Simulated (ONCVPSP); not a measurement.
## Al (Z = 13): ONCV pseudisation with LDA (Perdew-Wang 92), scalar-relativistic reference atom.

aluminium, optimised norm-conserving Vanderbilt (ONCV), made with ONCVPSP 4.0.1 (LDA (Perdew-Wang 92), scalar-relativistic). Core [Ne], reference 3s1 (charge +2). Waves: 3s: rc 2.05 bohr, ncon 4, nbas 7, qcut 3.5 1/bohr, 1 projector; p scattering state at 0.09 Ha: rc 2.05 bohr, ncon 4, nbas 7, qcut 4.6 1/bohr, 2 projectors, debl 3.9 Ha; d scattering state at 0.07 Ha: rc 1.90 bohr, ncon 4, nbas 7, qcut 4.8 1/bohr, 2 projectors, debl 0.3 Ha. Local part: polynomial inside 1.40 bohr (lpopt 4, dvloc0 -1 Ha). Core correction: Teter function, fcfact 5.5, rcfact 1.1.

In the p channel the program set the typed energies aside and used 0.050, 3.950 Ha. In the d channel the program set the typed energies aside and used 0.050, 0.350 Ha.

All-electron outer shells of the reference configuration (LDA (PZ), scalar-relativistic, ld1.x):

```tsv
shell	level (eV)	outermost node (bohr)	outermost maximum (bohr)
2p	-90.37	–	0.43
3s	-23.94	0.79	1.91
```

Q: Does the generator finish with these settings?

A: Yes, a potential is produced and its reference levels are reproduced.

Q: Estimate the cutoffs (Ha) at which the residual kinetic energy of the hardest occupied pseudo-wave falls to 1 and 0.1 mHa per electron.

A: 6.1 Ha and 22 Ha.

Q: Does the potential have ghost states?

A: No bound ghost flagged; no localised positive-energy state flagged.

Q: Tests: 3s2 3p1; 3s2; 3s2 3p0.5; 3s0 3p3. Which has the largest error in its energy relative to the reference configuration, and how large is it?

A: 3s0 3p3, with +145 meV (all-electron minus pseudo) on -14.71 eV.
